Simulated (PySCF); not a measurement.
Gas-phase reaction: 2 GeO2 + 2 Br2 + N2 = 2 GeBr2 + 2 NO2

Energies from PySCF, thermal terms from the rigid-rotor harmonic-oscillator model, ideal gas at 1 bar. † marks an energy on the PBE0/def2-TZVP geometry and frequencies; other levels use their own. CCSD(T) freezes the core. 6-31G* has spherical d functions here. Open shells (unrestricted): NO2 (multiplicity 2); the rest are closed-shell singlets. Br, Ge: all electrons, no relativistic terms. GeO2: computed as isolated molecules; such fragments, hydroxides, amides, oligomers or adducts are transient or little studied in the gas. CCSD(T) isn't extrapolated to the basis-set limit; its ΔH°(298 K) is -43.7 kJ in def2-SVP and 47.2 kJ in def2-TZVPP. The harmonic model lacks anharmonicity and excited electronic states, which grow with temperature; levels with a mode under 35 cm⁻¹ are left out. Soft modes under 120 cm⁻¹ make the harmonic entropy rough for GeBr2. Warning, large T1 diagnostic: GeO2 (CCSD(T)/def2-SVP†, CCSD(T)/def2-TZVPP†).

```csv
level,"ΔE electronic, kJ","ΔH°(298 K), kJ","ΔS°(298 K), J/K","ΔG°(1400 K), kJ"
CCSD(T)/def2-SVP†,-49,-44,-54,43
CCSD(T)/def2-TZVPP†,42,47,-54,134
HF/6-31G*,-172,-166,-56,-76
HF/def2-TZVP†,-81,-76,-54,11
M06-2X/def2-TZVP†,-17,-12,-54,75
ωB97X-V/def2-TZVP†,-63,-58,-54,29
```
ΔH° is lowest at HF/6-31G* and highest at CCSD(T)/def2-TZVPP†. No reference value is set beside these.
